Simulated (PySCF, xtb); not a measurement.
1,3-thiazole-2-carbaldehyde (C4H3NOS), SMILES O=Cc1nccs1.

GFN2-xTB (xtb 6.7.1) at its own geometry gives an orbital gap of 2.55 eV and a dipole moment of 3.58 D.

The structure is a stationary point at PBE0-D3(BJ)/def2-SVP. Other conformers were not sampled.

Question: What does ωB97X/def2-TZVP in PySCF give? (Estimate from the structure and the level; the computed values follow.)

Answer: gap 9.49 eV (levels -9.87 and -0.38 eV), dipole 3.11 D.
